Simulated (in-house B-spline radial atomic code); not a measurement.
Configurations of Zr+, with energies counted from [Kr] 4d2 5s1. Level of theory: scalar-relativistic (X2C) PBE, spin-polarised, spherical fractional occupations, Fermi nucleus of rms radius 4.2694 fm; calculated with a B-spline radial code for spherical atoms. Shells without spins written out take the highest spin.

Occupations are held fixed; configurations that lie above the ionisation limit could autoionise.

```
                                          configuration  E - E(ref) (eV)  highest orbital  its <r> (bohr)
                                  [Kr] 4d(3 up, 0 down)          0.22829            4d up           2.246
                 [Kr] 4d(0 up, 2 down) 5s(1 up, 0 down)          0.83515            5s up           3.481
[Kr] 4d(0 up, 1 down) 5s(1 up, 0 down) 6s(1 up, 0 down)           9.6041            6s up           6.955
[Kr] 4d(1 up, 0 down) 5s(1 up, 0 down) 6f(1 up, 0 down)           13.449            6f up           19.88
                          [Ar] 3d10 4s2 4p5 4d2 5s1 5f1           41.436            5f up           12.74
                               [Ar] 3d9 4s2 4p6 4d3 5s1           178.71            5s up           3.254
                           [Ar] 3d9 4s2 4p6 4d2 5s1 6p1           191.08            6p up           7.958
                           [Ar] 3d9 4s2 4p6 4d2 5s1 6f1           194.34            6f up           19.72
```

Problem. Order these further configurations by energy, lowest first.
A. [Kr] 4d1 5s1 5p1
B. [Ar] 3d9 4s2 4p6 4d2 5s2
C. [Kr] 4d1 4f1 5s1
D. [Ar] 3d(5 up, 4 down) 4s2 4p6 4d(2 up, 0 down) 5s(0 up, 1 down) 6p(1 up, 0 down)
E. [Ar] 3d10 4s2 4p5 4d2 5s1 6d1

Solution. A (4.693 eV), C (11.484 eV), E (40.709 eV), B (182.24 eV), D (191.95 eV).

Problem. How far above the reference does [Ar] 3d10 4s2 4p5 4d3 5s1 lie?

Solution. 27.213 eV; its least bound orbital is 5s up with <r> = 3.283 bohr.

Problem. How far above the reference does [Kr] 4d(1 up, 1 down) 5s(1 up, 0 down) lie?

Solution. 1.0789 eV; its least bound orbital is 4d down with <r> = 2.111 bohr.

Problem. How far above the reference does [Kr] 4d2 6f1 lie?

Solution. 11.627 eV; its least bound orbital is 6f up with <r> = 20.85 bohr.
